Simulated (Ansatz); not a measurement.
AlBFH5O2Si (`O[B](O[SiH3])[AlH][F]`). Total charge 0; spin multiplicity 1.

```xyz
11

O     0.574   -0.915   -2.191
B     0.307   -0.362   -0.974
O    -0.766   -0.880   -0.326
Si   -1.529   -0.613    1.114
Al    1.514    1.230   -0.139
F     1.068    1.796    1.353
H     1.335   -0.536   -2.634
H    -2.669   -1.555    1.175
H    -2.023    0.785    1.177
H    -0.597   -0.871    2.239
H     2.786    1.921   -0.794
```

Task: What are the harmonic wavenumbers in cm⁻¹ at PBE0-D4/def2-TZVP (Ansatz, finite differences of forces, unscaled)? (Estimate.)

Result: Computed: 20, 64, 90, 98, 111, 258, 333, 354, 473, 516, 582, 654, 725, 728, 818, 833, 948, 957, 974, 1042, 1253, 1393, 1913, 2237, 2241, 2257, 3913.

Task: Is this a minimum?

Result: Yes, all 27 modes are real.

Task: Give the ideal-gas thermochemistry at 298.15 K and 1 bar (rigid rotor, harmonic oscillator; point group Cs, symmetry number 1).

Result: Zero-point energy 154.2 kJ/mol; H(298) − E = 181.0 kJ/mol; entropy 410.6 J/(mol·K), of which translation 168.8, rotation 120.3, vibration 121.5; G(298) − E = 58.6 kJ/mol. Modes under 100 cm⁻¹ are hindered rotations or soft bends, so the harmonic entropy is rough.

Task: And at 400, 500, 600, 800 and 1000 K?

Result: 
| T (K) | H − E (kJ/mol) | S (J/mol/K) | G − E (kJ/mol) |
| --- | --- | --- | --- |
| 400 | 195.8 | 453.1 | 14.6 |
| 500 | 212.3 | 489.9 | -32.6 |
| 600 | 230.3 | 522.7 | -83.3 |
| 800 | 269.7 | 579.1 | -193.6 |
| 1000 | 312.1 | 626.4 | -314.3 |
